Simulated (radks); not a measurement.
Q: The niobium ion Nb+, configuration [Kr] 4d4. Calculated with a radial shooting solver on a logarithmic mesh with Libxc functionals: Dirac Kohn-Sham, BLYP, spin-unpolarised, spherical densities, finite nucleus; open shells fill j = l - 1/2 first; Fermi nuclear charge, rms radius 4.324 fm. Some entries of the table are withheld. Estimate them.

orbital  occ.  eigenvalue (hartree)  <r> (bohr)
1s1/2       2             -691.2297     0.03609
2s1/2       2             -96.86183      0.1577
2p1/2       2             -88.92335      0.1346
2p3/2       4             -85.40124      0.1391
3s1/2       2                   (1)      0.4432
3p1/2       2             -13.35192      0.4387
3p3/2       4             -12.78148      0.4493
3d3/2       4              -7.50001         (2)
3d5/2       6              -7.39382         (3)
4s1/2       2              -2.37454       1.159
4p1/2       2              -1.55083       1.283
4p3/2       4              -1.47338       1.315
4d3/2       4                   (4)       2.069
4d5/2       0                   (5)       2.094

A: 
(1) 3s1/2 eigenvalue (hartree): -16.34055
(2) 3d3/2 <r> (bohr): 0.4311
(3) 3d5/2 <r> (bohr): 0.4346
(4) 4d3/2 eigenvalue (hartree): -0.34152
(5) 4d5/2 eigenvalue (hartree): -0.33547
